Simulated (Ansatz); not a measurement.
Species: C$_{4}$H$_{6}$SSi, SMILES `[SiH3]c1ccsc1` (charge 0, multiplicity 1).

**Question.** Give a relaxed geometry from PBE0-D3(BJ)/def2-TZVP (Ansatz, a program for electronic structure).

**Answer.** the end point of this relaxation (outside a Z-matrix the atoms follow the SMILES, hydrogens last).
Z-matrix (Å, degrees):
```
C
C 1 1.3708
H 2 1.0802 1 127.73
C 1 1.4266 2 110.89 3 180.00
C 4 1.3619 1 113.23 2 -0.01
H 5 1.0794 4 128.23 1 -179.99
H 4 1.0828 5 122.83 6 0.00
S 2 1.7043 3 119.80 1 179.98
Si 1 1.8584 2 123.07 3 -0.01
H 9 1.4862 1 108.68 2 0.27
H 9 1.4875 10 109.16 1 121.21
H 9 1.4875 10 109.18 11 117.59
```
